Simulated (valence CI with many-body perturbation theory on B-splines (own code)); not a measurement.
Values are calculated unless marked as measured or tabulated.
# Sb¹⁰⁺: what each term of the Hamiltonian does

Method: valence CI with perturbative core correlation (CI+MBPT): five valence electrons over a frozen Dirac-Fock core [Kr], a basis of 7 s, 7 p, 8 d, 6 f, 4 g, 1 h functions for each j, with the one-electron correlation potential Σ1, the two-electron term Σ2, the three-electron term Σ3, Breit, model QED; selected CI, second order for the rest, scaled by the run's own slope (own B-spline code, finite nucleus).

No measured spectrum was set against this ion. As an estimate, terms of the open shell hold to 2 to 4 % of their energy, and close levels can change places. Core correlation moves these levels by up to 9500 cm⁻¹, and in measured spectra 5 to 20 % of such shifts remained as error; rates that hang on mixing are uncertain with them. Among the levels kept, up to 560 cm⁻¹ of a level comes from second order outside the variational space, and about a tenth of that is noise between levels of different J, which matters for small intervals. The list stops below the first excitations out of the core. Only levels of the ground parity were solved; by the run's estimate the other parity begins above the list, which can be wrong where configurations are misplaced.

Each rung adds one term. CI alone is the Dirac-Coulomb CI over the frozen core; QED comes last and gives the full result, which names the levels. Energies are above 4d⁵ ⁶S_5/2 on the same rung, in cm⁻¹.

Names give the largest LS component (configuration and term), which can be under half, so a name can repeat, a term be missing and a line seem to break the LS rules; names also repeat where a configuration has a term twice. Letters in brackets count levels of one name in rising energy.

| Level | CI alone | Σ1 | Σ2 | Σ3 | Breit | QED | Full |
| --- | --- | --- | --- | --- | --- | --- | --- |
| 4d⁵ ⁴G_5/2 [a] | 37893 | -106 | -2346 | -1961 | +329 | -29 | 33779 |
| 4d⁵ ⁴G_7/2 | 42329 | +136 | -3132 | -1683 | +22 | -3.1 | 37669 |
| 4d⁵ ⁴G_11/2 | 43452 | +192 | -3340 | -1602 | -146 | +2.3 | 38560 |
| 4d⁵ ⁴G_9/2 | 44084 | +224 | -3240 | -1574 | -136 | +7.5 | 39366 |
| 4d⁵ ⁴G_5/2 [b] | 43156 | +145 | -1838 | -1916 | +59 | -2.5 | 39605 |
| 4d⁵ ⁴D_3/2 | 43440 | +51 | -992 | -2154 | +158 | -11 | 40492 |
| 4d⁵ ⁴P_1/2 | 46473 | +137 | -429 | -2130 | +39 | +0.5 | 44090 |
| 4d⁵ ⁴D_7/2 | 51368 | +246 | -2591 | -2060 | -113 | +9.9 | 46860 |
| 4d⁵ ⁴D_5/2 | 54916 | +251 | -1384 | -2254 | -97 | +11 | 51443 |
| 4d⁵ ⁴D_1/2 | 55401 | +356 | -1383 | -2136 | -203 | +25 | 52060 |
| 4d⁵ ⁴P_3/2 | 56849 | +371 | -774 | -2148 | -258 | +29 | 54068 |
| 4d⁵ ²I_11/2 | 62098 | +285 | -5294 | -2226 | -134 | +4.9 | 54735 |
| 4d⁵ ²I_13/2 | 66079 | +414 | -5644 | -2171 | -366 | +19 | 58330 |
| 4d⁵ ²F_7/2 [a] | 66119 | +166 | -2761 | -3232 | +75 | -8.2 | 60359 |
| 4d⁵ ²G_9/2 [a] | 67173 | +229 | -3321 | -2770 | -36 | -0.8 | 61274 |
| 4d⁵ ⁴F_3/2 | 65148 | +223 | -1156 | -2770 | -15 | +5.8 | 61435 |
| 4d⁵ ²F_5/2 [a] | 65055 | +358 | -970 | -2461 | -153 | +19 | 61850 |
| 4d⁵ ⁴F_5/2 | 71388 | +392 | -1683 | -2889 | -241 | +27 | 66994 |
| 4d⁵ ²H_9/2 | 74934 | +371 | -2661 | -2780 | -227 | +19 | 69656 |

The middle columns are the shifts that each term adds.

(1) How does the ionisation energy move along the ladder, and which term matters most?

Results:

(1) CI alone 210.72, + Σ1 212.53, + Σ2 214.45, + Σ3 214.47, + Breit 214.51, + QED 214.52 eV. The largest step is Σ2, 1.91 eV, with Σ1 about as large (1.82). NIST lists 214 ± 2.4 eV (theoretical).
